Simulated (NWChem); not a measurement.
Molecule: InBrF$_{2}$; SMILES [In]([F])([Br])[F]

```xyz
4

In     0.0000     0.0000     0.6640
F      0.0000    -1.6438     1.6946
F      0.0000     1.6438     1.6946
Br     0.0000     0.0000    -1.7739
```
Atoms are numbered in this order, from 1.

Level: PBE0/def2-SVP with def2 effective core potentials on In (NWChem), optimised geometry, unscaled harmonic frequencies. This build's default masses of Se (78.918 u) and Br (79.917 u) are each other's, which moves their modes by up to 0.6 %. def2 effective core potentials on In; no spin-orbit coupling.

```csv
frequency (cm⁻¹),IR intensity (km/mol)
90,10.3
125,32.7
130,34.2
269,20.8
620,50.6
643,62.7
```

```
Quantity                                                                           Result
-----------------------------------------------------------------------  ----------------
zero-point energy                                                            2.7 kcal/mol
thermal correction to the enthalpy at 298.15 K (with zero-point energy)      6.8 kcal/mol
heat capacity Cv                                                         15.4 cal/(mol K)
entropy at 298.15 K and 1 atm (symmetry number 2)                        81.2 cal/(mol K)
```

Rigid rotor and harmonic oscillator; modes under 100 cm⁻¹ make the entropy uncertain.
